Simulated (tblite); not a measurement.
Record of a relaxation.

Compound: C8H16O.
SMILES with atom numbers: `[CH3:1][O:2][CH2:3][CH:4]1[CH2:5][CH2:6][CH2:7][CH2:8][CH2:9]1` (hydrogens: H10, H11, H12 on C1; H13, H14 on C3; H15 on C4; H16, H17 on C5; H18, H19 on C6; H20, H21 on C7; H22, H23 on C8; H24, H25 on C9)

Computed with GFN2-xTB (tblite), gas phase: L-BFGS steps from a force-field or distance-geometry start until the largest atomic force falls under 0.01 eV/Å. 3 of its 52 geometries are shown.

Step 0: E = -799.1653 eV, largest atomic force 1.224 eV/Å
```
atom  x, y, z in Å  |  force x, y, z in eV/Å
C1      3.843    0.013    0.139   -0.920   0.264  -0.297
O2      2.525    0.180   -0.409    0.650  -0.495   0.786
C3      1.564   -0.542    0.363   -0.322   0.740  -0.920
C4      0.168   -0.316   -0.272    0.068  -0.198   0.555
C5     -0.237    1.158   -0.225   -0.092   0.245  -0.002
C6     -1.645    1.376   -0.796    0.286   0.015   0.101
C7     -2.671    0.509   -0.088   -0.040   0.056   0.629
C8     -2.273   -0.962   -0.113   -0.235  -0.141   0.034
C9     -0.874   -1.192    0.450    0.022   0.165   0.190
H10     4.531    0.580   -0.476   -0.018   0.094  -0.167
H11     4.126   -1.040    0.126    0.043  -0.112   0.083
H12     3.874    0.405    1.163    0.026  -0.108   0.000
H13     1.801   -1.604    0.359    0.098  -0.305  -0.019
H14     1.571   -0.186    1.395   -0.010   0.093   0.194
H15     0.216   -0.619   -1.317    0.075  -0.071  -0.141
H16     0.472    1.762   -0.799    0.029  -0.187   0.013
H17    -0.198    1.536    0.803   -0.079  -0.188  -0.003
H18    -1.918    2.426   -0.695    0.005   0.062   0.031
H19    -1.643    1.148   -1.860    0.029  -0.125  -0.131
H20    -3.647    0.640   -0.549   -0.130  -0.032  -0.112
H21    -2.774    0.841    0.962    0.138  -0.113  -0.312
H22    -3.006   -1.552    0.456    0.176   0.126  -0.057
H23    -2.311   -1.324   -1.139    0.051  -0.006  -0.186
H24    -0.623   -2.256    0.351    0.065   0.206  -0.010
H25    -0.882   -0.955    1.526    0.087   0.016  -0.259
```

Step 26: E = -799.2421 eV, largest atomic force 0.026 eV/Å
```
atom  x, y, z in Å  |  force x, y, z in eV/Å
C1      3.805    0.018    0.124    0.007   0.002  -0.002
O2      2.514    0.163   -0.402    0.007  -0.015   0.020
C3      1.544   -0.532    0.348   -0.003  -0.006   0.005
C4      0.161   -0.319   -0.267   -0.001   0.001   0.000
C5     -0.240    1.155   -0.205    0.003   0.000   0.002
C6     -1.627    1.365   -0.803    0.000   0.004   0.003
C7     -2.656    0.512   -0.069   -0.004  -0.002  -0.001
C8     -2.268   -0.961   -0.137    0.005  -0.001   0.001
C9     -0.879   -1.174    0.457    0.001   0.000   0.004
H10     4.473    0.593   -0.515   -0.003   0.001  -0.001
H11     4.120   -1.034    0.129   -0.008   0.022  -0.002
H12     3.862    0.402    1.152    0.003  -0.003  -0.024
H13     1.787   -1.608    0.363   -0.008   0.006   0.008
H14     1.551   -0.172    1.391    0.002  -0.007  -0.009
H15     0.214   -0.622   -1.317    0.000  -0.002   0.003
H16     0.499    1.749   -0.742    0.010  -0.005   0.004
H17    -0.243    1.481    0.839    0.000   0.002   0.001
H18    -1.903    2.419   -0.737    0.003   0.009  -0.004
H19    -1.612    1.089   -1.860   -0.003  -0.005   0.005
H20    -3.646    0.658   -0.505   -0.002   0.000  -0.010
H21    -2.703    0.825    0.977   -0.007   0.002  -0.001
H22    -2.998   -1.565    0.408    0.002  -0.003  -0.009
H23    -2.270   -1.290   -1.178   -0.004   0.006   0.000
H24    -0.605   -2.230    0.391    0.003   0.004   0.000
H25    -0.892   -0.898    1.514   -0.003  -0.011   0.007
```

Step 51: E = -799.2434 eV, largest atomic force 0.008 eV/Å
```
atom  x, y, z in Å  |  force x, y, z in eV/Å
C1      3.803    0.028    0.100    0.003   0.000   0.000
O2      2.502    0.148   -0.405    0.006   0.001  -0.001
C3      1.543   -0.539    0.367    0.004   0.003  -0.003
C4      0.160   -0.325   -0.245    0.000  -0.007   0.001
C5     -0.236    1.150   -0.183    0.004  -0.007   0.000
C6     -1.615    1.367   -0.799    0.007   0.003  -0.001
C7     -2.657    0.514   -0.081    0.002   0.007  -0.001
C8     -2.270   -0.960   -0.146   -0.004   0.005   0.000
C9     -0.889   -1.180    0.466   -0.006  -0.002   0.001
H10     4.450    0.600   -0.562    0.000  -0.006  -0.003
H11     4.130   -1.020    0.116    0.000   0.004   0.004
H12     3.876    0.431    1.119   -0.004  -0.005  -0.002
H13     1.784   -1.616    0.392   -0.001   0.006   0.001
H14     1.560   -0.169    1.405   -0.002  -0.001  -0.003
H15     0.217   -0.627   -1.296   -0.006   0.003  -0.002
H16     0.514    1.740   -0.711   -0.004   0.004   0.004
H17    -0.249    1.473    0.861   -0.007   0.001  -0.004
H18    -1.887    2.422   -0.735   -0.002   0.003   0.005
H19    -1.587    1.092   -1.855   -0.001  -0.004   0.000
H20    -3.639    0.662   -0.534    0.002  -0.005  -0.004
H21    -2.721    0.826    0.964   -0.003   0.000   0.002
H22    -3.010   -1.563    0.385    0.002  -0.003   0.002
H23    -2.260   -1.285   -1.189    0.006   0.000   0.001
H24    -0.618   -2.236    0.398    0.004   0.000   0.003
H25    -0.914   -0.909    1.525   -0.002  -0.001   0.000
```

Q: Summarise the path.

A: The energy falls by 7.54 kJ/mol from step 0 to step 51; nine tenths of that is first reached at step 10. It falls at every step. The largest force goes from 1.224 to 0.008 eV/Å. Among the bonds C1–O2 changes most, from 1.438 to 1.401 Å; the atoms move by 0.057 Å rms after alignment.

What follows is the cost of the whole relaxation. The run took 0.38 s on one thread, Intel Xeon Platinum 8488C (x86_64), no GPU, shared host with 96 logical CPUs at a one-minute load of 21.
